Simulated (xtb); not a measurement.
xtb input (GFN2-xTB):

```bash
xtb mol.xyz --gfn 2 --ohess tight --chrg 1 --uhf 0
```
mol.xyz:
```
6

B      0.54290123     0.02679863    -0.15389075
Cl     1.02928949     1.79683325    -0.02435343
Cl     1.73772228    -1.17225268    -0.67743980
O     -0.81388906    -0.36369049     0.27745381
H     -1.34792240    -0.28617296    -0.53354395
H     -1.15818669     0.00585507     1.14050230
```

Output:

```
           -------------------------------------------------
          |                Calculation Setup                |
           -------------------------------------------------

           -------------------------------------------------
          |                 G F N 2 - x T B                 |
           -------------------------------------------------

        Reference                      10.1021/acs.jctc.8b01176
      * Hamiltonian:
        H0-scaling (s, p, d)           1.850000    2.230000    2.230000
        zeta-weighting                 0.500000
      * Dispersion:
        s8                             2.700000
        a1                             0.520000
        a2                             5.000000
        s9                             5.000000
      * Repulsion:
        kExp                           1.500000    1.000000
        rExp                           1.000000
      * Coulomb:
        alpha                          2.000000
        third order                    shell-resolved
        anisotropic                    true
        a3                             3.000000
        a5                             4.000000
        cn-shift                       1.200000
        cn-exp                         4.000000
        max-rad                        5.000000

          ...................................................
          :                      SETUP                      :
          :.................................................:
          :  # basis functions                  30          :
          :  # atomic orbitals                  28          :
          :  # shells                           12          :
          :  # electrons                        24          :
          :  max. iterations                   250          :
          :  Hamiltonian                  GFN2-xTB          :
          :  restarted?                      false          :
          :  GBSA solvation                  false          :
          :  PC potential                    false          :
          :  electronic temp.          300.0000000     K    :
          :  accuracy                    1.0000000          :
          :  -> integral cutoff          0.2500000E+02      :
          :  -> integral neglect         0.1000000E-07      :
          :  -> SCF convergence          0.1000000E-05 Eh   :
          :  -> wf. convergence          0.1000000E-03 e    :
          :  Broyden damping             0.4000000          :
          :  net charge                          1          :
          :  unpaired electrons                  0          :
          ...................................................

 iter      E             dE          RMSdq      gap      omega  full diag
   1    -14.9894263 -0.149894E+02  0.759E+00    3.90       0.0  T
   2    -15.0140878 -0.246615E-01  0.521E+00    2.87       1.0  T
   3    -14.9914114  0.226764E-01  0.273E+00    4.15       1.0  T
   4    -15.0271586 -0.357472E-01  0.113E+00    3.19       1.0  T
   5    -15.0322200 -0.506139E-02  0.667E-01    3.57       1.0  T
   6    -15.0334999 -0.127987E-02  0.280E-01    3.50       1.0  T
[...]
   center of mass at/Å    :        0.8443321       0.1930798      -0.1937091
  moments of inertia/u·Å² :        0.7176586E+02   0.1698050E+03   0.2415606E+03
rotational constants/cm⁻¹ :        0.2348977E+00   0.9927641E-01   0.6978635E-01

 * 5 selected distances

     #   Z          #   Z                                           value/Å
     1   5 B        2  17 Cl                                      1.6800566 (max)
     1   5 B        3  17 Cl                                      1.6800121
     1   5 B        4   8 O                                       1.4945209
     4   8 O        5   1 H                                       0.9760193 (min)
     4   8 O        6   1 H                                       0.9762096

 * 3 distinct bonds (by element types)

   Z      Z             #   av. dist./Å        max./Å        min./Å
   1 H    8 O           2     0.9761145     0.9762096     0.9760193
   5 B    8 O           1     1.4945209     1.4945209     1.4945209
   5 B   17 Cl          2     1.6800343     1.6800566     1.6800121

           -------------------------------------------------
          |               Frequency Printout                |
           -------------------------------------------------
 projected vibrational frequencies (cm⁻¹)
eigval :       -0.00    -0.00    -0.00     0.00     0.00     0.00
eigval :      100.01   239.35   261.43   331.02   381.47   505.92
eigval :      655.39   689.95   929.56  1327.67  3315.29  3330.63
 reduced masses (amu)
Molecule has the following symmetry elements: (sigma)
It seems to be the Cs point group
   1: 25.12   2: 33.45   3: 33.85   4: 33.20   5: 29.30   6: 15.53   7:  3.77   8: 27.53
   9: 18.11  10:  1.43  11: 12.43  12: 27.13  13:  8.88  14: 12.06  15: 11.25  16:  2.49
  17:  1.43  18:  2.25
 IR intensities (km·mol⁻¹)
   1: 17.70   2:  2.03   3:  0.81   4:  2.03   5:  9.46   6: 29.20   7:365.02   8: 22.03
   9:  3.37  10:  1.61  11:  0.71  12:  6.60  13:  5.49  14:159.12  15:199.06  16:372.11
  17:172.06  18:156.85
 Raman intensities (Ä⁴*amu⁻¹)
   1:  0.00   2:  0.00   3:  0.00   4:  0.00   5:  0.00   6:  0.00   7:  0.00   8:  0.00
   9:  0.00  10:  0.00  11:  0.00  12:  0.00  13:  0.00  14:  0.00  15:  0.00  16:  0.00
  17:  0.00  18:  0.00
 output can be read by thermo (or use thermo option).
 writing <g98.out> molden fake output.
 recommended (thermochemical) frequency scaling factor: 1.0
           -------------------------------------------------
          |             Thermodynamic Functions             |
           -------------------------------------------------

cs  symmetry found (for desy threshold:  0.10E+00) used in thermo

          ...................................................
          :                      SETUP                      :
          :.................................................:
          :  # frequencies                          12      :
          :  # imaginary freq.                       0      :
          :  linear?                             false      :
          :  only rotor calc.                    false      :
          :  symmetry                               cs      :
          :  rotational number                       1      :
          :  scaling factor                  1.0000000      :
          :  rotor cutoff                   50.0000000 cm⁻¹ :
          :  imag. cutoff                  -20.0000000 cm⁻¹ :
          :.................................................:

    mode    ω/cm⁻¹     T·S(HO)/kcal·mol⁻¹    T·S(FR)/kcal·mol⁻¹   T·S(vib)
   ------------------------------------------------------------------------
       1    100.01    -1.02984 ( 94.12%)    -0.85087 (  5.88%)    -1.01931
       2    239.35    -0.53897 ( 99.81%)    -0.59254 (  0.19%)    -0.53908
       3    261.43    -0.49261 ( 99.87%)    -0.56641 (  0.13%)    -0.49271
   ------------------------------------------------------------------------

   temp. (K)  partition function   enthalpy   heat capacity  entropy
                                   cal/mol     cal/K/mol   cal/K/mol   J/K/mol
 298.15  VIB   9.53                 1847.565     12.136     10.642
         ROT  0.131E+06              888.752      2.981     26.398
         INT  0.125E+07             2736.317     15.117     37.040
         TR   0.964E+27             1481.254      4.968     39.692
         TOT                        4217.5711    20.0847    76.7320   321.0469

       T/K    H(0)-H(T)+PV         H(T)/Eh          T*S/Eh         G(T)/Eh
   ------------------------------------------------------------------------
    298.15    0.672113E-02    0.342133E-01    0.364579E-01   -0.224457E-02
   ------------------------------------------------------------------------

         :::::::::::::::::::::::::::::::::::::::::::::::::::::
         ::                  THERMODYNAMIC                  ::
         :::::::::::::::::::::::::::::::::::::::::::::::::::::
         :: total free energy         -15.019969177077 Eh   ::
         ::.................................................::
         :: total energy              -15.017724603921 Eh   ::
         :: zero point energy           0.027492172319 Eh   ::
         :: G(RRHO) w/o ZPVE           -0.029736745475 Eh   ::
         :: G(RRHO) contrib.           -0.002244573156 Eh   ::
         :::::::::::::::::::::::::::::::::::::::::::::::::::::

optimized geometry written to: xtbopt.xyz

           -------------------------------------------------
          | TOTAL ENERGY              -15.017724603921 Eh   |
          | TOTAL ENTHALPY            -14.983511304283 Eh   |
          | TOTAL FREE ENERGY         -15.019969177077 Eh   |
          | GRADIENT NORM               0.000315039886 Eh/α |
Note: The following floating-point exceptions are signalling: IEEE_UNDERFLOW_FLAG IEEE_DENORMAL
normal termination of xtb
          | HOMO-LUMO GAP               4.631917703860 eV   |
           -------------------------------------------------

------------------------------------------------------------------------
------------------------------------------------------------------------
 total:
 SCF:
 ANC optimizer:
 analytical hessian:
```

It need not be the lowest isomer of its formula.
